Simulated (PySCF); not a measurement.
Trend along the second period: MI molecules

CCSD(T) with double-zeta basis sets in PySCF, for the lowest determinant that a PBE0 search found; no spin–orbit coupling. De refers to high-spin ground-configuration atoms.

```json
{"M": "Li", "basis": "def2-SVP", "reference, frozen orbitals": "RHF, 4", "state (unpaired electrons)": "singlet (closed shell)", "Re (Å)": "2.412", "ωe (cm⁻¹)": "490", "De (eV)": "3.42"}
{"M": "Be", "basis": "def2-SVP", "reference, frozen orbitals": "UHF, 4", "state (unpaired electrons)": "doublet (σ ↑)", "Re (Å)": "2.228", "ωe (cm⁻¹)": "589", "De (eV)": "2.04"}
{"M": "B", "basis": "x2c-SVPall", "reference, frozen orbitals": "RHF, 19", "state (unpaired electrons)": "singlet (closed shell)", "Re (Å)": "2.136", "ωe (cm⁻¹)": "594", "De (eV)": "3.51"}
{"M": "C", "basis": "x2c-SVPall", "reference, frozen orbitals": "UHF, 19", "state (unpaired electrons)": "doublet (π ↑)", "Re (Å)": "2.061", "ωe (cm⁻¹)": "612", "De (eV)": "2.45"}
{"M": "O", "basis": "x2c-SVPall", "reference, frozen orbitals": "UHF, 19", "state (unpaired electrons)": "doublet (π ↑)", "Re (Å)": "1.968", "ωe (cm⁻¹)": "581", "De (eV)": "1.59"}
{"M": "F", "basis": "def2-SVP", "reference, frozen orbitals": "RHF, 5", "state (unpaired electrons)": "singlet (closed shell)", "Re (Å)": "1.961", "ωe (cm⁻¹)": "598", "De (eV)": "2.25"}
```

(1) By what factor does the well depth vary along the series?

The rows differ in basis set, which adds steps of its own.

The state changes along the series, so neighbouring rows are not always alike in their bonding.

Correlated steps freeze the inner cores (4 to 19 orbitals); shallow outer-core shells are correlated. Correlated levels converge slowly with the basis: in double zeta they bind strong bonds too weakly, by up to about 1 eV, and carry superposition errors of some tenths. These are scalar-relativistic numbers at best; spin–orbit coupling would shift them, the dissociation energy most. Where the molecule has an RHF reference, its open-shell atoms are computed with UHF. States were picked by a PBE0 search and need not be the measured ground states.

Results:

(1) At CCSD(T) it runs from 1.59 eV (IO) to 3.51 eV (BI), a factor of 2.21.
